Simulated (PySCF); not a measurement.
## Electric field gradients and quadrupole coupling constants

Species: C₃H₈N₂SSi.
Structure used (GFN2-xTB), in Å, numbered top down from 1:
```
atom  x, y, z in Å
C1    -1.419   -1.142    0.431
Si2   -1.072    0.497   -0.443
N3    -0.698    1.666    0.769
S4     0.717    0.453   -1.670
C5     2.006    0.153   -0.390
C6     1.993   -1.218    0.019
N7     1.948   -2.317    0.334
H8    -0.638   -1.398    1.141
H9    -2.360   -1.098    0.970
H10   -1.486   -1.957   -0.284
H11   -2.083    0.835   -1.442
H12   -1.303    1.745    1.571
H13   -0.385    2.581    0.484
H14    1.814    0.810    0.459
H15    2.961    0.399   -0.856
```

Field gradients from the PBE0/pcSseg-1 density (PySCF, non-relativistic), principal values in atomic units, ordered |Vxx| ≤ |Vyy| ≤ |Vzz|:

```
atom      Vxx      Vyy      Vzz
  N3   0.3017   0.5873  -0.8890
  S4  -0.1454  -2.3603   2.5057
  N7   0.4731   0.4830  -0.9561
```

**Question.** Find the asymmetry η = (Vxx − Vyy)/Vzz and the couplings χ = eQV/h (234.96 MHz × Q in barn × V in au), with Q(14N) = 0.02044 b, Q(33S) = −0.0678 b.

**Answer.** 
```tsv
atom	environment	nucleus	η	χzz (MHz)	χxx (MHz)	χyy (MHz)
N3	silicon-bound nitrogen	14N	0.32	-4.270	1.449	2.821
S4	sulfur bonded to C and Si	33S	0.88	-39.92	2.32	37.60
N7	nitrile nitrogen	14N	0.01	-4.592	2.272	2.320
```

The gradient is axial or nearly so (η below 0.05) at N7. 

**Question.** What is Vzz at N7 in SI units (1 au = 9.71736 × 10²¹ V/m²)?

**Answer.** -0.9561 au = -9.290 × 10²¹ V/m².

**Question.** And the gradient at the other heavy atoms, for which no coupling is worked out here?

**Answer.** 
| atom | environment | Vzz (au) | η |
| --- | --- | --- | --- |
| C1 | Si-methyl carbon | 0.028 | 0.47 |
| Si2 | SiH silicon | 0.541 | 0.62 |
| C5 | sp3 carbon bound to sulfur | 0.239 | 0.90 |
| C6 | nitrile carbon | -0.391 | 0.02 |

**Question.** What couplings would deuterons (Q(2H) = 0.00286 b) have in place of the hydrogens, at this geometry?

**Answer.** 
```json
{"atom": "H8", "bonded to": "C1", "bond length (Å)": "1.086", "Vzz (au)": "0.3192", "η": "0.01", "χzz (kHz)": "215"}
{"atom": "H9", "bonded to": "C1", "bond length (Å)": "1.085", "Vzz (au)": "0.3274", "η": "0.00", "χzz (kHz)": "220"}
{"atom": "H10", "bonded to": "C1", "bond length (Å)": "1.086", "Vzz (au)": "0.3236", "η": "0.00", "χzz (kHz)": "217"}
{"atom": "H11", "bonded to": "Si2", "bond length (Å)": "1.461", "Vzz (au)": "0.1607", "η": "0.02", "χzz (kHz)": "108"}
{"atom": "H12", "bonded to": "N3", "bond length (Å)": "1.008", "Vzz (au)": "0.4280", "η": "0.16", "χzz (kHz)": "288"}
{"atom": "H13", "bonded to": "N3", "bond length (Å)": "1.009", "Vzz (au)": "0.4214", "η": "0.16", "χzz (kHz)": "283"}
{"atom": "H14", "bonded to": "C5", "bond length (Å)": "1.091", "Vzz (au)": "0.2945", "η": "0.04", "χzz (kHz)": "198"}
{"atom": "H15", "bonded to": "C5", "bond length (Å)": "1.091", "Vzz (au)": "0.3014", "η": "0.04", "χzz (kHz)": "202"}
```

Geometry: GFN2-xTB, one conformer, isolated molecule. GFN2-xTB bond lengths can be off by several hundredths of an ångström, more for odd bonds, and the gradients follow them. With a basis this small, the couplings can be 20 % off.

The run behind these numbers computed NMR shieldings as well. Time: 57 s wall; peak memory 0.77 GiB. Hardware: one thread of an Intel Xeon at 2.70 GHz, shared host with 64 logical CPUs at a one-minute load of 60.
